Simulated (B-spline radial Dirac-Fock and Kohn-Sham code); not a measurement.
The computed values come from a radial finite-basis atomic code: the Dirac equation of a negative muon with reduced mass in the field of a spherical finite nucleus, with the Uehling potential to all orders; nuclear polarisation, deformation, hyperfine structure, self-energy, higher-order vacuum polarisation, relativistic recoil and electron screening are left out. The nuclear charge is a Fermi distribution (skin thickness 2.3 fm).

Task: A muonic atom of atomic mass 115.91 u emits these computed lines: 2p3/2 → 1s1/2 3363 keV, 3d5/2 → 2p3/2 943.8 keV, 4f7/2 → 3d5/2 331.5 keV, 5g9/2 → 4f7/2 152.8 keV. Which element is it, and what rms charge radius was used?

Result: Indium (Z = 49, nuclide ¹¹⁶In); the high transitions hardly feel the nucleus and fix Z. The 2p → 1s line lies 1915 keV below the value for a point nucleus without QED, which for this nuclear model gives a radius near 4.62 fm (4.6211 fm was used).
